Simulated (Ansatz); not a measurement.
The same ligand exchange along the group B, Al, Ga.

Isolated molecules relaxed with PBE0-D4/def2-TZVP in Ansatz; ΔE leaves out vibrations. CBS: MP2 limit from def2 TZ/QZ plus the TZ coupled-cluster correction, frozen cores. This one scheme is used for every species. DFT in def2-TZVPP. For Br, Ga outer-core shells are correlated without core-valence functions, which leaves a few kJ/mol of doubt a bond. Scalar relativity is left out up to krypton. One conformer a species, not always the lowest.

```
                                                        reaction  ωB97X-V (kcal/mol)
                    `OB(Br)O[SiH3]` + H–F → `OB(F)O[SiH3]` + HBr               -16.1
`[OH][Al]([Br])[O][SiH3]` + H–F → `[OH][Al]([F])[O][SiH3]` + HBr                -5.2
`[OH][Ga]([Br])[O][SiH3]` + H–F → `[OH][Ga]([F])[O][SiH3]` + HBr                 9.9
```

Give the CCSD(T)/CBS values in the same order. (Best estimate.)

Computed: -13.8, -4.2, 12.4 kcal/mol.

Largest T1 diagnostic: 0.014, for `[OH][Ga]([F])[O][SiH3]`.
